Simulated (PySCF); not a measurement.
Isomers of C4H10SSi3, one GFN2-xTB conformer each. Single-point energies are computed at PBE0/pcSseg-1 (PySCF, gas phase, no added dispersion term), electronic only.

Question: Rank them by PBE0/pcSseg-1 energy, lowest first (kcal/mol).
A. `[CH:1]#[C:2][SiH2:3][C@H:4]1[SiH2:5][CH2:6][S:7][SiH2:8]1` with C2–Si3–C4–Si5 -64°, Si3–C4–Si5–C6 150°, C4–Si5–C6–S7 -39°, Si5–C6–S7–Si8 36°, C6–S7–Si8–C4 -20°
B. `[CH:1]#[C:2][SiH2:3][C@@H:4]1[CH2:5][SiH2:6][S:7][SiH2:8]1` with C2–Si3–C4–C5 -59°, Si3–C4–C5–Si6 -173°, C4–C5–Si6–S7 35°, C5–Si6–S7–Si8 -10°, Si6–S7–Si8–C4 -11°

Answer: B (0.0), A (13.1).

GFN2-xTB itself gives, in the same order: 0.0, 24.2. Both levels put the same isomer lowest.

Which frontier levels, dipoles and rotational constants go with these structures?

| SMILES | HOMO (eV, PBE0/pcSseg-1) | LUMO (eV) | dipole (D) | A, B, C (MHz) |
| --- | --- | --- | --- | --- |
| C#C[SiH2][C@@H]1C[SiH2]S[SiH2]1 | -7.14 | -0.33 | 2.62 | 1988, 566.9, 458.3 |
| C#C[SiH2][C@H]1[SiH2]CS[SiH2]1 | -6.69 | -0.29 | 1.69 | 1458, 703.9, 652.3 |
